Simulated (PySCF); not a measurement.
O2W, SMILES [O]=[W]=[O], multiplicity 1. Atoms are numbered in the order given.

```xyz
3

W      0.0000     0.0000     0.1832
O      0.0000     1.3229    -0.8471
O      0.0000    -1.3229    -0.8471
```
Charge 0, spin multiplicity 1.

Coordinates come from a PBE0-D3(BJ)/def2-TZVP optimisation. The spin state was assumed, not searched. The def2 effective core potentials stand for the cores of W; spin–orbit coupling is left out.

These are ωB97X/def2-TZVPD in PySCF values and carry that method's errors.

The molecule is in vacuum.

Estimate the frontier levels, gap, dipole moment and polarisability. (An estimate is asked for; the answer gives what the named calculation found.)


- highest occupied level = -8.89 eV
- lowest empty level = -1.41 eV
- orbital gap = 7.48 eV
- dipole moment = 3.54 D
- quadrupole, principal values (traceless, Buckingham form, about the centre of nuclear charge) = -3.39, 0.90, 2.49 D·Å
- mean static polarisability = 60.8 bohr³ (9.01 Å³)
- polarisability, principal values = 55.9, 62.8, 63.8 bohr³
